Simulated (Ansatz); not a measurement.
Job for Ansatz (a program for electronic structure): R-wB97M-V/def2-TZVPP on GeH4Se (SMILES [GeH3][SeH]), a point of a torsion scan.

Ansatz 0.2 input:
```yaml
crystal:
  periodic: [false, false, false]
  atoms:
    - {symbol: Ge, position_ang: [-0.58516084, -0.04685353, -0.01063330]}
    - {symbol: Se, position_ang: [1.59793510, -0.77921850, -0.28275875]}
    - {symbol: H, position_ang: [-0.82793223, 1.18897632, -0.82543855]}
    - {symbol: H, position_ang: [-1.55093381, -1.10421156, -0.45710517]}
    - {symbol: H, position_ang: [-0.83540112, 0.26406987, 1.43387134]}
    - {symbol: H, position_ang: [1.92687906, -0.65614759, 1.11208099]}
basis:
  gaussian:
    orbitals: def2-TZVPP
hamiltonian:
  xc: {name: wB97M-V}
scf: {lower_state_search: off}
```

It printed:

```
WARN ansatz: RAYON_NUM_THREADS=1 ignored (pool sized by the plan → 1); use --threads N
Functional definition: wB97M-V
these checks for a lower state are left out or cut short: stability, starts, cluster_reference, orbital_swaps, neighbouring_geometries, increment
integrals: 0.10 GiB planned
1017 factors; their error is unknown
integrals: 0.13 GiB planned
206 factors; integrals over basis functions are off by at most 1.6e-5 eV
mean field: 0.89 GiB planned
mean field evaluation 1: about -121925.3341 eV, gradient 1.8e1 eV
mean field evaluation 2: about -121925.5926 eV, gradient 1.6e1 eV
mean field evaluation 4: about -121925.8083 eV, gradient 4.4e-1 eV
mean field evaluation 8: about -121926.2066 eV, gradient 5.2e-2 eV
mean field evaluation 16: about -121926.2066 eV, gradient 3.6e-6 eV
mean field -121926.20664211 eV, -4480.7054495465 hartree, gradient 3.6e-6 eV, S^2 0.000000; 0 other end points of the search recorded, 0 dependent functions left out
reference -121926.20668290 eV, -4480.7054510454 hartree; 35, 35 occupied and 117, 117 virtual orbitals, 1017 factors
Total energy: -121926.20668290 eV, -4480.7054510454 hartree
Checks for a lower state left out: stability, starts, cluster_reference, orbital_swaps, neighbouring_geometries, increment
```

The calculation finished and met its thresholds.

Cost: roughly 10 core-seconds.
